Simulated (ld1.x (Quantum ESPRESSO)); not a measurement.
## oxygen (O), TM: configuration errors across variants

ld1.x (Quantum ESPRESSO) 7.5 input, shortened:

```
&input
   title='O', zed=8., rel=1, dft='PBE', iswitch=3,
   config='[He] 2s2 2p4 3d-2'
 /
 &inputp
   pseudotype=2, tm=.true., lloc=1,
   nlcc=.true.
 /
3
2S  1  0   2.00   0.00  0.80  0.80  0.0
3D  3  2  -2.00   0.45  2.00  2.00  0.0
2P  2  1   4.00   0.00  1.85  1.85  0.0
 &test
   configts(1)='2s2 2p4'
 /
```

All-electron excitation energies from the reference (eV): (1) 2s2 2p3 16.431; (2) 2s2 2p2 50.017; (3) 2s2 2p1 103.886; (4) 2s0 2p6 29.937; (5) 2s1 2p5 14.950; (6) 2s1 2p4 31.659; (7) 2s2 2p0 180.791.

Errors AE − PS in meV (a dash: test not solved or not reliable):

```tsv
change	(1)	(2)	(3)	(4)	(5)	(6)	(7)	bound ghosts
base	+3.5	+270	+1480	-16	-4.6	-164	+4671	none
wave 2p (bound): rc 1.85 bohr becomes 2p (bound): rc 1.20 bohr	-1.9	+30	+233	+43	+10	-12	+909	none
wave 2p (bound): rc 1.85 bohr becomes 2p (bound): rc 1.60 bohr	-3.8	+119	+784	+25	+5.8	-85	+2715	none
wave 2p (bound): rc 1.85 bohr becomes 2p (bound): rc 1.84 bohr	+3.5	+270	+1480	-16	-4.6	-164	+4671	none
wave 2p (bound): rc 1.85 bohr becomes 2p (bound): rc 1.94 bohr	+9.7	+351	+1816	-39	-11	-199	+5552	none
wave 2p (bound): rc 1.85 bohr becomes 2p (bound): rc 2.22 bohr	+40	+656	+2944	-134	-34	-305	+8339	none
wave 2p (bound): rc 1.85 bohr becomes 2p (bound): rc 2.38 bohr	+73	+924	+3843	-223	-56	-379	+10431	none
wave 2p (bound): rc 1.85 bohr becomes 2p (bound): rc 2.58 bohr	+121	+1266	+4921	-344	-85	-457	+12840	none
wave 2p (bound): rc 1.85 bohr becomes 2p (bound): rc 2.80 bohr	+187	+1688	+6178	-503	-123	-535	+15548	none
```

(1) Give the same row for: wave 2p (bound): rc 1.85 bohr becomes 2p (bound): rc 1.42 bohr.

Answers

(1) -3.8, +62, +461, +39, +9.2, -43, +1707; bound ghosts: none.
